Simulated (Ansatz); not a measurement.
Program: Ansatz. Geometries: PBE0-D4/def2-TZVP. ΔE: electronic, gas phase. CBS: MP2 limit from def2 TZ/QZ plus the TZ coupled-cluster correction, frozen cores. This one scheme is used for every species. DFT in def2-TZVPP. Each species was taken in one conformer, which may not be the lowest.

`N[Si](F)(F)F` + `NB[SiH2]N` → `N[SiH2][Si](N)(F)F` + `NBF`  (redistribution)

`N[Si](F)(F)F`:

Cartesian coordinates in Å:
```
N -0.233 0.596 -0.835
Si 0.081 -0.354 0.505
F 1.598 -0.710 0.757
F -0.663 -1.734 0.359
F -0.404 0.392 1.804
H -0.270 0.216 -1.765
H -0.109 1.594 -0.825
```

`NB[SiH2]N`:

```xyz
11

N     0.498    1.336   -1.592
B    -0.411    0.809   -0.686
Si   -0.035   -0.954    0.228
N    -0.108   -0.964    1.963
H     0.358    2.207   -2.080
H     1.362    0.879   -1.835
H    -1.405    1.451   -0.474
H    -1.019   -1.985   -0.218
H     1.329   -1.428   -0.174
H     0.448   -0.298    2.476
H    -1.017   -1.052    2.392
```

`N[SiH2][Si](N)(F)F`:

```xyz
12

N    -1.236    0.364   -1.958
Si   -1.198   -0.071   -0.297
Si    1.047   -0.318    0.299
N     1.289   -0.109    1.958
F     1.674   -1.737   -0.063
F     1.876    0.707   -0.615
H    -0.535    0.984   -2.328
H    -2.103    0.441   -2.463
H    -1.795    0.919    0.658
H    -1.950   -1.338   -0.101
H     0.828    0.622    2.474
H     2.102   -0.463    2.435
```

`NBF`:

Z-matrix (Å, degrees):
```
N
B 1 1.389
H 1 1.006 2 122.9
H 1 1.004 2 122.4 3 -180.0
F 2 1.337 1 119.2 3 0.0
H 2 1.196 1 121.8 3 -180.0
```

(1) Is it downhill or uphill in electronic energy at CCSD(T)/CBS, and by how much? (Estimate.)

(2) What do these levels give: PBE0-D4, ωB97X-V, ωB97M-V, B2PLYP, r2SCAN, SCS-MP2/def2-TZVPP? (Estimate.)

Largest T1 diagnostic among the species: 0.013.

Answers

(1) The calculation gave: Uphill: ΔE = +11.2 kJ/mol.

(2) Ansatz gave: PBE0-D4 -2.2, ωB97X-V 1.5, ωB97M-V 5.0, B2PLYP 5.8, r2SCAN 5.3, SCS-MP2/def2-TZVPP 12.6 kJ/mol.

From PBE to PBE0 (25 % exact exchange), in def2-TZVPP and without D4, ΔE moves by +5.3 kJ/mol. The D4 term adds −4.0 kJ/mol with B3LYP and −2.4 kJ/mol with PBE0; it sums over pairs of atoms, weighted by their polarisabilities, and B3LYP, whose exchange is more repulsive, gets the larger term.

B3LYP here is the variant with VWN-RPA as its local correlation; programs differ in this.
